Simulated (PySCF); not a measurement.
# Computed records: BGe2H8N

Calculation on a computer-drawn molecule: the log of a Hartree-Fock and frozen-core CCSD(T) single point meant for a local Hartree-Fock minimum, with one planted fault or none, to be diagnosed. Offsets are logged minus clean, where the clean run is the same molecule without the fault. The reference is restricted for singlets and unrestricted otherwise, and also for a bond in bohr or an excited solution. Adding or removing an electron swaps singlet and doublet. The excited solution moves the top pair (singlet) or top alpha electron (doublet) to the lowest empty orbital. Highest occupied and lowest empty are orbital energies over both spins, largest force is the largest gradient component, triples share is (T) over the correlation energy, the T1 limit is 0.02 restricted and 0.045 unrestricted, electrons count all cores, a negative frequency is imaginary (commonest isotopes), and the dipole is about the centre of nuclear charge; on germanium a core potential holds 10 electrons, which the energies leave out, and 3d is frozen in MP2 and coupled-cluster steps. Program: PySCF 2.14.0.

```xyz
12
formula=BGe2H8N meant_charge=0 meant_multiplicity=1 meant_basis=cc-pVDZ meant_basis_and_core_potential_on_germanium=cc-pVDZ-PP_ECP10MDF logged_electrons=84 logged_basis_functions=114 logged_SCF_converged=yes logged_spin_squared=2.0213 logged_highest_occupied=-7.5652 logged_lowest_empty=-1.7361 logged_largest_force=0.030617 logged_T1_diagnostic=0.017906 logged_D1_diagnostic=0.094552 logged_triples_share=0.027446 logged_CC_converged=yes logged_dipole_magnitude=1.9641 logged_SCF_stable_within_its_kind=yes logged_energy_HF=-670.40967 logged_energy_CCSD(T)=-670.93892 possible_faults=no_fault,one_electron_removed,one_electron_added,multiplicity_raised_by_two,geometry_at_a_saddle_point,SCF_held_on_an_excited_solution,minimal_basis_STO-3G,one_bond_length_entered_in_bohr,all_coordinates_scaled planted_fault=multiplicity_raised_by_two HF_energy_offset_from_clean_run=64.09 CCSD(T)_energy_offset_from_clean_run=65.45
N     -0.3090    -1.4619     0.1821
Ge    -0.2450    -0.3095     1.6298
B      0.9787     1.3167     1.1838
Ge     1.7004     1.7322    -0.7328
H     -0.7142    -1.0581    -0.6458
H     -0.7955    -2.3234     0.3652
H     -1.6402     0.2058     2.0524
H      0.3147    -1.1361     2.7960
H      1.3096     2.0344     2.0866
H      3.0160     0.9621    -0.9251
H      0.7293     1.2830    -1.8344
H      1.9890     3.2253    -0.9449
```

Units: logged_highest_occupied, logged_lowest_empty in eV; logged_largest_force in hartree/bohr; logged_dipole_magnitude in debye; logged_energy_HF, logged_energy_CCSD(T) in hartree; HF_energy_offset_from_clean_run, CCSD(T)_energy_offset_from_clean_run in kcal/mol.

Drawn bonds:
```csv
atom,other atom,order
1,2,1
2,3,1
3,4,1
1,5,1
1,6,1
2,7,1
2,8,1
3,9,1
4,10,1
4,11,1
4,12,1
```
